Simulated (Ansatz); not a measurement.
Stepwise reaction of `[F][GeH2][F]` with hydrogen chloride, as a gas-phase model of exchange steps in deposition or etching. ΔE in kJ/mol; ΔG adds harmonic PBE0-D4 terms to CCSD(T)/CBS, at 1 bar.

Program: Ansatz. Geometries: PBE0-D4/def2-TZVP. ΔE: electronic, gas phase. CBS: MP2 limit from def2 TZ/QZ plus the TZ coupled-cluster correction, frozen cores. This one scheme is used for every species. DFT in def2-TZVPP. B3LYP here is the variant with VWN-RPA as its local correlation; programs differ in this. For Ge outer-core shells are correlated without core-valence functions, which leaves a few kJ/mol of doubt a bond. Scalar relativity is left out up to krypton.

```csv
step,reaction,PBE-D4,B3LYP-D4,ωB97M-V,CCSD(T)/CBS,ΔG(400 K)
1,`[F][GeH2][F]` + HCl → `[F][GeH]([F])[Cl]` + H₂,-57.0,-55.2,-55.8,-54.0,-52.0
```

Task: Give the row of step 2, `[F][GeH]([F])[Cl]` + HCl → `[F][Ge]([F])([Cl])[Cl]` + H₂. (An estimate is asked.)

Result: Computed: 
```json
{"step": "2", "reaction": "`[F][GeH]([F])[Cl]` + HCl → `[F][Ge]([F])([Cl])[Cl]` + H₂", "PBE-D4": "-42.2", "B3LYP-D4": "-40.9", "ωB97M-V": "-41.1", "CCSD(T)/CBS": "-39.2", "ΔG(400 K)": "-32.3"}
```

Task: By hand: ΔE of the 2 steps together at CCSD(T)/CBS.

Result: (-54.0) + (-39.2) = -93.2 kJ/mol, or -46.6 kJ/mol a step.

In ΔE each step is higher than the one before. All are downhill at CCSD(T)/CBS. ΔG lies between -52.0 and -32.3 kJ/mol a step. PBE-D4 differs from CCSD(T)/CBS by -3.0 to -3.0 kJ/mol a step. Isolated molecules leave out the surface, adducts and barriers. Largest T1 diagnostic: 0.012.
